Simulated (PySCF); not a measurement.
# Mayer bond orders and bond lengths

Compound: C₆H₁₄O₂Si.
Atom-mapped SMILES: `[CH3:1][C:2]([CH3:3])([CH3:4])[SiH:5]1[O:6][CH2:7][CH2:8][O:9]1` (hydrogens: H10, H11, H12 on C1; H13, H14, H15 on C3; H16, H17, H18 on C4; H19 on Si5; H20, H21 on C7; H22, H23 on C8)

Structure used (PBE0-D3(BJ)/def2-SVP), in Å, numbered top down from 1:
```xyz
23
C6H14O2Si angstrom
C     -1.9566    1.2800   -0.0224
C     -1.1738   -0.0306    0.0994
C     -1.9007   -1.0039    1.0314
C     -0.9641   -0.6618   -1.2786
Si     0.5059    0.3596    0.8423
O      1.3992    1.3552   -0.1771
C      2.6977    0.8200   -0.3355
C      2.5943   -0.6982   -0.1309
O      1.5877   -0.9285    0.8350
H     -1.4428    2.0001   -0.6790
H     -2.1058    1.7629    0.9575
H     -2.9572    1.0910   -0.4498
H     -1.3467   -1.9500    1.1435
H     -2.8996   -1.2480    0.6289
H     -2.0479   -0.5781    2.0375
H     -0.3917   -1.6006   -1.2068
H     -0.4199    0.0180   -1.9526
H     -1.9352   -0.8972   -1.7480
H      0.3694    0.9020    2.2255
H      3.0808    1.0681   -1.3383
H      3.3839    1.2660    0.4093
H      3.5483   -1.1259    0.2175
H      2.3255   -1.1975   -1.0808
```

Bond orders from the PBE0/pcSseg-1 density (PySCF). Isolated species at its PBE0-D3(BJ)/def2-SVP geometry (one conformer only).

Question: How far do the computed orders between heavy atoms stray from the drawn ones?

Answer: The largest departure is 0.181, at C2–Si5 (drawn single, 0.819). Drawn single, order below 0.88: C2–Si5 (0.819).

Question: Set the Mayer orders of the bonds between heavy atoms beside their lengths.

Answer: 
```tsv
bond	drawn as	length (Å)	Mayer order
C1–C2	single	1.531	1.014
C2–C3	single	1.531	1.015
C2–C4	single	1.530	1.012
C2–Si5	single	1.878	0.819
Si5–O6	single	1.682	0.922
O6–C7	single	1.413	0.901
C7–C8	single	1.535	1.039
C8–O9	single	1.414	0.904
O9–Si5	single	1.682	0.937
```

By pair of heavy elements: C–C: lowest C2–C4, C1–C2 and C2–C3 (1.012, 1.530 Å), highest C7–C8 (1.039, 1.535 Å); in 3 of the 6 pairs the longer bond (by over 0.003 Å) has the higher order (by 0.02 or more). O–Si: all 2 within 0.02 of one another (0.922 to 0.937). C–O: all 2 within 0.02 of one another (0.901 to 0.904). Bonds named together lie within 0.004.

Question: And the bonds to hydrogen?

Answer: C–H: 0.94 to 0.96 (13 bonds); H–Si: 0.91 (1 bond).

Question: Sum the orders of all bonds at each heavy atom with more than one neighbour and set the sums beside the valence in the SMILES.

Answer: C1 3.890 (drawn 4), C2 3.860 (drawn 4), C3 3.892 (drawn 4), C4 3.887 (drawn 4), Si5 3.587 (drawn 4), O6 1.823 (drawn 2), C7 3.836 (drawn 4), C8 3.834 (drawn 4), O9 1.841 (drawn 2). Orders between atoms that aren't bonded are not in these sums.

Mayer orders depend on the basis set.

These values come from a run that also computed NMR shieldings. On one thread of an Arm Neoverse V1, shared host with 64 logical CPUs at a one-minute load of 37, this took 49 s and 1.2 GiB of memory at its peak.
